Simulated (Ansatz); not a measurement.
The same path of BH5O2Si + ClH (11 atoms, charge 0, multiplicity 1) was run twice with different band settings. Lost on the way: B1–Si2, H5–Cl6. Made: B1–Cl6, Si2–H5.

Theory: Ansatz, RKS PBE-D4/def2-SVP.

Relaxed end points:

```xyz
11
Properties=species:S:1:pos:R:3
B -0.849 -0.156 -0.178
Si 1.015 -0.975 0.030
O -1.000 1.208 -0.026
O -1.983 -0.869 -0.460
H 0.454 2.181 0.400
Cl 1.666 2.603 0.701
H 1.990 -0.420 -0.970
H 1.560 -0.784 1.418
H 0.893 -2.463 -0.217
H -1.929 1.496 -0.142
H -1.816 -1.823 -0.557
```

```xyz
11
Properties=species:S:1:pos:R:3
B -1.470 0.842 -0.137
Si 1.918 -0.745 0.229
O -0.607 0.721 -1.184
O -2.461 -0.076 0.065
H 1.274 0.181 1.219
Cl -1.258 2.235 0.958
H 2.458 0.030 -0.937
H 3.045 -1.484 0.897
H 0.912 -1.755 -0.253
H -0.811 -0.076 -1.708
H -2.999 0.126 0.850
```

Common settings: spring 5.0 eV/Å²; optimiser quadratic models (default); start path through a guess of the saddle point; force threshold 0.03 eV/Å; iteration limit 60; end points relaxed.

| run | movable images | climbing image |
| --- | --- | --- |
| 1 | 7 | yes |
| 2 | 8 | no |

Task: What does each run give, and how far can it be trusted?

Result: Run 1: converged after 24 iterations, highest image 1.040 eV above the first end. The profile has 2 maxima (images 4, 7) with wells between them (image 6): this band takes more than one step, which may be the mechanism or a detour left from its start path. Neighbouring images differ by up to 1.9 eV, so the band resolves the path poorly. A vibrational analysis at the climbing image gives one clearly imaginary mode, 666i cm⁻¹: a first-order saddle point.
Run 2: not converged after 60 iterations, highest image 0.316 eV above the first end. The band didn't meet its force threshold, so its energies are provisional: the largest band force was still 0.17 eV/Å, and over the last iterations the top moved between 0.32 and 0.36 eV. Neighbouring images lie up to 1.7 Å apart, so the band is torn or far too coarse.
The orbitals stay closed-shell, which can raise the energy where a bond breaks towards radicals; this wasn't checked here.
